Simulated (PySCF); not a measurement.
## Exercise with solution: oscillator strength and radiative lifetime

InHFBr, SMILES [F][InH][Br].

Coordinates come from a PBE0-D3(BJ)/def2-TZVP optimisation. The def2 effective core potentials stand for the cores of In; spin–orbit coupling is left out.

TDDFT-LC-ωPBE/def2-SVPD in PySCF puts the first singlet state with f over 0.02 at 6.14 eV (vertical), with the transition dipole (0.501, -0.003, 0.000) in atomic units.

### Question
Find the oscillator strength, the wavelength and the radiative lifetime that this transition would have in vacuum if emission retraced absorption.

### Answer

|μ|² = 0.2510 au, so |μ| = 1.27 D. ΔE = 6.14/27.211 = 0.2256 hartree. f = (2/3) ΔE |μ|² = 0.038 (the program prints 0.038).
λ = 1239.84/6.14 = 202 nm; ν = 49522 cm⁻¹.
Einstein's coefficient A = 0.6670 ν² f s⁻¹ (ν in cm⁻¹) = 6.2e7 s⁻¹, so τ = 1/A = 16 ns. This state is S1. The figure is the radiative limit of this one transition; relaxation, internal conversion, crossing to triplets and a medium change what is measured.
